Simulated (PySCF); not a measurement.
## Frontier orbitals and the lowest excitations

Compound: [ICl2]- (charge -1).
Geometry (PBE0-D3(BJ)/def2-SVP, Å), atoms numbered from 1 in this order:
```xyz
3
ICl2 angstrom
I      0.000    0.000    0.000
Cl    -0.020   -0.025    2.588
Cl     0.020    0.025   -2.588
```

Computed with PySCF 2.14.0, density-fitted response routines, TDDFT CAM-B3LYP/def2-SVPD, vertical, gas phase, core orbitals frozen in the response, def2 core potentials past Kr. Spin–orbit coupling is left out.

Kohn–Sham orbitals with the atoms that hold most of them (Löwdin shares over 4%, at most four atoms; ? is withheld):

| orbital | ε (eV) | atoms |
| --- | --- | --- |
| LUMO+2 | 4.86 | I1 61%, Cl2 20%, Cl3 20% |
| LUMO+1 | 4.65 | I1 72%, Cl3 14%, Cl2 14% |
| LUMO | 2.72 | ? |
| HOMO | -4.13 | I1 56%, Cl2 22%, Cl3 22% |
| HOMO-1 | -4.13 | I1 56%, Cl2 22%, Cl3 22% |
| HOMO-2 | -5.04 | Cl2 44%, Cl3 44%, I1 12% |
| HOMO-3 | -5.58 | Cl2 47%, Cl3 47%, I1 7% |

Give the leading atoms of the LUMO.

I1 (bonded to 2 Cl) 52%; Cl3 (bonded to I) 24%; Cl2 (bonded to I) 24%. By element: iodine 52%, chlorine 49%.

Within 0.005 eV of a neighbour in this list lie HOMO-1/HOMO (point group found: D∞h).

The HOMO–LUMO gap is 6.85 eV. Where does the response calculation put the lowest singlet, and from which orbitals?

S1 is at 3.25 eV (f = 0.0000), 3.60 eV below the gap, made of HOMO-1/HOMO→LUMO (≥96%). S1/S2 lie within about 0.01 eV of each other. 

Next come S2 at 3.25 eV (f 0.0000), HOMO-1/HOMO→LUMO (≥96%); S3 at 4.93 eV (f 0.0075), HOMO-3→LUMO (96%); S4 at 4.93 eV (f 0.0075), HOMO-4→LUMO (96%); S5 at 5.47 eV (f 0.0000), HOMO-5→LUMO (96%).

Orbitals of the list HOMO-3 to LUMO+2 that lie within 0.01 eV of each other are written together with a slash and their weights summed (≥ marks a lower bound); for degenerate orbitals outside that list single weights are arbitrary.

Löwdin shares depend on the basis, the more so with diffuse functions.

Time: 5.1 s of wall time. Hardware: Arm Neoverse V1, one thread, on a shared host.
